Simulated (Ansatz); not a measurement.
Al5Sb4H16⁻, a cluster cut from zinc blende AlSb (hydrogen-capped). The state is a triplet with charge -1. Geometry r2SCAN-D4/def2-SVP, that of the charge -1 singlet.

```xyz
25

Al   -0.296   -2.832    1.796
Al   -3.240    0.473    0.772
Al    0.976    1.554    2.212
Al    3.071   -0.746   -1.158
Al    0.126    2.559   -2.180
Sb   -1.037   -0.267    2.128
Sb    1.122   -2.558   -0.527
Sb   -2.080    1.037   -1.638
Sb    1.813    1.499   -0.372
H    -1.530   -3.808    1.490
H     0.801   -3.272    2.879
H    -4.267   -0.736    0.540
H    -3.795    1.885    1.289
H     2.149    0.988    3.146
H     0.358    2.999    2.524
H     4.284   -1.112   -0.176
H     3.298   -0.818   -2.742
H    -0.303    4.048   -1.771
H     0.561    2.257   -3.693
H    -1.617   -0.292    3.735
H     1.699   -4.104   -0.961
H    -0.029   -2.474   -1.782
H    -3.320    1.549   -2.693
H    -1.839   -0.458   -2.421
H     3.097    2.627   -0.398
```

In the def2 sets Sb takes a core potential; there is no spin–orbit coupling. Single mean-field runs in def2-TZVP are fitted with def2-universal-jkfit. At PBE-D4/def2-TZVP the highest occupied level of the charge -1 triplet lies above zero (up to 0.40 eV). By energy differences its removal costs 1.23 eV (vertical, to the charge 0 doublet, at PBE0-D4/def2-TZVP). At PBE-D4/def2-TZVP an occupied level of the charge -1 triplet lies above an empty one (by up to 0.01 eV), so this SCF solution is probably not the lowest. At PBE-D4/def2-TZVP the gap within one spin of the charge -1 triplet nearly closes, so an electron or hole may be smeared out by delocalisation error. At PBE0-D4/def2-TZVP a singlet of charge -1 lies 4.12 eV below the triplet at the same geometry.

(1) Estimate the α-spin orbital energies around the gap (eV) in Ansatz with PBE-D4/def2-TZVP, PBE0-D4/def2-TZVP.

Results:

(1) 
```
orbital  PBE-D4/def2-TZVP  PBE0-D4/def2-TZVP
 HOMO−5             -3.65              -4.87
 HOMO−4             -3.56              -4.67
 HOMO−3             -3.48              -4.48
 HOMO−2             -3.40              -4.34
 HOMO−1             -3.39              -4.27
   HOMO              0.40              -0.06
   LUMO              1.17               1.80
 LUMO+1              1.29               1.83
 LUMO+2              1.40               2.09
 LUMO+3              1.46               2.18
 LUMO+4              1.52               2.22
 LUMO+5              1.67               2.35
 β HOMO             -3.27              -4.19
 β LUMO             -3.28              -3.03
```
